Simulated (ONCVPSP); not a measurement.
## What the settings do to the ONCV potential of C (Z = 6)

Base potential:

ONCVPSP 4.0.1 input, shortened (lines: element, Z, core and valence counts, functional; n l f; lmax; l rc ep ncon nbas qcut; lloc lpopt rc5 dvloc0; l nproj debl; icmod fcfact rcfact), LDA (Perdew-Zunger), scalar-relativistic:

```
  C 6.00    1    1        3      upf
    1    0    2.00
    2    0    2.00
    2
    0    1.05    0.00    4    8    5.20
    1    0.90    0.03    4    8    8.90
    2    0.80    0.47    3    7   10.00
    4    5    0.55    1.00
    0    2    1.30
    1    2    0.80
    2    2    0.50
    0    0.00    0.00
```

In the s channel the program set the typed energies aside and used -1.476, 0.250 Ha. In the p channel the program set the typed energies aside and used 0.050, 0.850 Ha.

Cutoffs, loose and tight: the cutoffs (Ha) at which the residual kinetic energy of the hardest occupied pseudo-wave falls to 1 and 0.1 mHa per electron. They do not see the model core or the augmentation charge, which bear on the density cutoff. Test errors are all-electron minus pseudo excitation energies from the reference, over the configurations 2s2 2p2; 2s2 2p1; 2s1; 2s1 2p2. A dash means not determined; rows that change the core or the reference have their own tests.

| change | outcome | cutoff, loose | cutoff, tight | bound ghosts | GHOST(+) flags above zero | largest test error (meV) |
| --- | --- | --- | --- | --- | --- | --- |
| base | generated, projector energies reset by the program | 64 Ha | 146 Ha | none | p, d | +116 |
| d: rc 0.9 | generated, projector energies reset by the program | 64 Ha | 146 Ha | none | p, d | +116 |
| p: ncon 3, nbas 7 | generated, projector energies reset by the program | 64 Ha | 146 Ha | none | d | +122 |
| reference 2s2 2p2; wave p scattering state at 0.03 Ha: rc 0.90 bohr, ncon 4, nbas 8, qcut 8.9 1/bohr, 2 projectors, debl 0.8 Ha becomes 2p: rc 0.80 bohr, ncon 4, nbas 8, qcut 10 1/bohr, 2 projectors, debl 0.8 Ha | generated | 44 Ha | 150 Ha | none | p, d | +291 |
| s: nproj 1 | generated, projector energies reset by the program | 64 Ha | 146 Ha | none | p, d | +129 |
| s: qcut 5.6; p: qcut 9.6; d: qcut 10.8 | generated, projector energies reset by the program | 37 Ha | 139 Ha | none | d | +114 |

Task: What comes out with this change to the base: core correction Teter function, fcfact 3, rcfact 1.25?

Result: outcome: generated, projector energies reset by the program; cutoff, loose: 64 Ha; cutoff, tight: 146 Ha; bound ghosts: none; GHOST(+) flags above zero: p, d; largest test error (meV): +60.

Task: What comes out with this change to the base: s: qcut 5.4?

Result: outcome: generated, projector energies reset by the program; cutoff, loose: 43 Ha; cutoff, tight: 143 Ha; bound ghosts: none; GHOST(+) flags above zero: p, d; largest test error (meV): +116.
